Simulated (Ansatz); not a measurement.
Born–Oppenheimer molecular dynamics of ClFGeH2 (5 atoms, charge 0, multiplicity 1). It starts from a relaxed structure.

These are results of RKS B3LYP-D4/def2-SVP in Ansatz 0.2.0, not measurements.

```yaml
ensemble: NVT, Langevin thermostat
time_step: 0.5 fs
steps_asked: 100
set_temperature: 3000 K
friction: 0.01 /fs
temperature_schedule: 25 steps to 3000 K, then 75 steps to 6000 K
seed: 546880
```

First frame:

```xyz
5
Properties=species:S:1:pos:R:3
Ge 0.012 -0.021 -0.059
F -0.003 0.006 1.681
H 1.480 0.055 -0.496
Cl -1.015 1.760 -0.720
H -0.787 -1.253 -0.497
```

Problem. How far do the bonds stretch over the last three quarters of this one trajectory? (Pairs bonded in most of those frames.)

Solution. 
| bond | mean (Å) | spread (Å) | shortest | longest |
| --- | --- | --- | --- | --- |
| Ge1–F2 | 1.753 | 0.042 | 1.71 | 1.82 |
| Ge1–H3 | 1.566 | 0.072 | 1.45 | 1.76 |
| Ge1–Cl4 | 2.371 | 0.030 | 2.28 | 2.41 |
| Ge1–H5 | 1.555 | 0.061 | 1.44 | 1.65 |

Mean temperature of the second half: 1943 K. The schedule's set-point averaged 5000 K over the second half and the system 1943 K, so it lags behind the ramp. A run of 0.05 ps of so small a system gives no equilibrium averages.

Run time: 4.1 min on 1 thread of AMD EPYC 7R43 64-Core Processor (Zen 3), on a shared host, peak memory 0.17 GiB.
